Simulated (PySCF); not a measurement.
Species: bromochlorodifluoromethane, CBrClF₂.
Numbering: `[F:1][C:2]([F:3])([Cl:4])[Br:5]`

A linear-response calculation (PySCF, def2-SVPD basis, gas phase, vertical, core orbitals frozen in the response) gave these numbers; the functional is withheld.

Orbital energies (eV): HOMO-3 -12.27, HOMO-2 -12.13, HOMO-1 -11.08, HOMO -10.86, LUMO 0.20, LUMO+1 1.74, LUMO+2 2.34.

```tsv
state	E (eV)	f	main configurations (H = HOMO, L = LUMO)
S1	5.85	0.0078	H→L (94%)
S2	5.98	0.0000	H-1→L (96%)
S3	7.34	0.0000	H-2→L (83%), H-2→L+1 (10%)
S4	7.44	0.028	H-3→L (57%), H→L+1 (24%)
S5	8.14	0.016	H→L+1 (56%), H-3→L (33%)
S6	8.38	0.0034	H-1→L+1 (77%), H-1→L+3 (8%)
```

Triplets, Tamm–Dancoff:

```tsv
state	E (eV)	λ (nm)	main configurations (H = HOMO, L = LUMO)
T1	5.14	241.1	H→L (92%)
T2	5.28	235.0	H-1→L (92%)
T3	6.58	188.6	H-3→L (65%), H→L+1 (16%)
T4	6.73	184.1	H-2→L (63%), H-2→L+1 (24%)
```

Vertical ionisation energy by ΔSCF with the same functional: 11.47 eV. Mean static polarisability: 50.7 au.

Question: Name the functional.
A. PBE
B. PBE0
C. wB97X-D
D. HF

Answer: C. wB97X-D is range-separated, 22% exact exchange at short range and 100% at long range (ω = 0.2 bohr⁻¹). In this run −ε(HOMO) = 10.86 eV differs from the ΔSCF value by -0.61 eV, and S1 differs from the orbital gap of 11.06 eV by -5.21 eV. The ratio −ε(HOMO)/IP is 0.95. Small neutral molecules mostly give 0.89 to 0.99 with wB97X-D, 0.5 to 0.7 with PBE, 0.7 to 0.83 with PBE0; with Hartree–Fock the ratio is 1 or more (Koopmans' value less the relaxation energy is the ΔSCF value). The other options: PBE, a GGA without exact exchange; HF, time-dependent Hartree–Fock, 100% exact exchange; PBE0, a global hybrid with 25% exact exchange.

Method used: PySCF 2.14.0, density-fitted response routines, TDDFT wB97X-D/def2-SVPD, vertical, gas phase, core orbitals frozen in the response. Isolated species at its PBE0-D3(BJ)/def2-SVP geometry, gas phase. The wB97X-D/def2-SVPD calculation is non-relativistic and has no spin–orbit coupling, an omission that weighs most on bromine.

The run took 32 s of wall time on an Arm Neoverse V2 with one thread, shared host with 32 logical CPUs at a one-minute load of 26, and the process peaked at 0.61 GiB of memory.
